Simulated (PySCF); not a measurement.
stibine cation (H₃Sb), SMILES [SbH3] (connectivity only; charge and spin as stated), charge +1, multiplicity 2.

Geometry optimised at PBE-D3(BJ)/def2-TZVPD. The spin state was assumed, not searched. The def2 effective core potentials stand for the cores of Sb; spin–orbit coupling is left out.

All values below come from PBE-D3(BJ)/def2-TZVPD (PySCF).

Frequencies are harmonic and unscaled.

Modes within 1.5 cm⁻¹ of each other (mostly degenerate sets) share a row, with their intensities summed.

### Question
Give all harmonic wavenumbers and intensities. (An estimate is asked for; the answer gives what the named calculation found.)

### Answer

| mode | ν (cm⁻¹) | IR (km/mol) | moving atoms (share of kinetic energy) |
|---|---|---|---|
| 1 | 640 | 3.4 | H 98 % |
| 2–3 | 720 | 25.7 | H 99 % |
| 4 | 1940 | 1.6 | H 100 % |
| 5–6 | 2009 | 3.9 | H 99 % |
